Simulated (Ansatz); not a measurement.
Input for Ansatz (an electronic-structure program): R-CCSD(T)/aug-cc-pVDZ on HF (SMILES F).

Ansatz 0.2 input:
```yaml
crystal:
  periodic: [false, false, false]
  atoms:
    - {symbol: F, position_ang: [0.48255518, -0.31717282, -0.34942402]}
    - {symbol: H, position_ang: [0.35994762, -0.18489023, 0.57557568]}
basis:
  gaussian:
    orbitals: aug-cc-pVDZ
magnetization: {spin_polarized: false}
correlation: {method: ccsd_t, electrons: outside_noble_gas}
scf: {lower_state_search: off}
```

Output:

```
WARN ansatz: RAYON_NUM_THREADS=1 ignored (pool sized by the plan → 1); use --threads N
Functional definition: HF
these checks for a lower state are left out or cut short: stability, starts, cluster_reference, orbital_swaps, neighbouring_geometries, increment
integrals: 0.00 GiB planned
292 factors; integrals over basis functions are off by at most 1.2e-3 eV
mean field: 0.04 GiB planned
mean field evaluation 1: about -2721.0188 eV, gradient 2.4e1 eV
mean field evaluation 2: about -2721.0187 eV, gradient 2.4e1 eV
mean field evaluation 4: about -2721.9972 eV, gradient 1.2e0 eV
mean field evaluation 8: about -2722.0023 eV, gradient 5.3e-5 eV
mean field -2722.00230112 eV, -100.0317395269 hartree, gradient 1.1e-6 eV, S^2 0.000000; 0 other end points of the search recorded, 0 dependent functions left out
1 core orbitals not correlated
reference -2722.00230112 eV, -100.0317395269 hartree; 4, 4 occupied and 27, 27 virtual orbitals, 292 factors
second order -6.08837603 eV of doubles, -0.00000000 eV of singles
coupled cluster: 0.05 GiB planned
cycle   1  -6.04733527 eV  change    4.1e-2 eV  update   5.3e-2
cycle   2  -6.15797496 eV  change   -1.1e-1 eV  update   1.4e-2
cycle   3  -6.18887916 eV  change   -3.1e-2 eV  update   6.7e-3
cycle   4  -6.18578828 eV  change    3.1e-3 eV  update   8.4e-4
cycle   5  -6.18535592 eV  change    4.3e-4 eV  update   2.3e-4
cycle   6  -6.18542845 eV  change   -7.3e-5 eV  update   6.3e-5
cycle   7  -6.18541029 eV  change    1.8e-5 eV  update   1.7e-5
cycle   8  -6.18540167 eV  change    8.6e-6 eV  update   4.7e-6
perturbative correction -0.11554167 eV, -0.0042460780 hartree
Total energy: -2728.30324446 eV, -100.2632949237 hartree
Checks for a lower state left out: stability, starts, cluster_reference, orbital_swaps, neighbouring_geometries, increment
```

The calculation finished and met its thresholds.

Cost: very roughly 0.4 core-seconds.
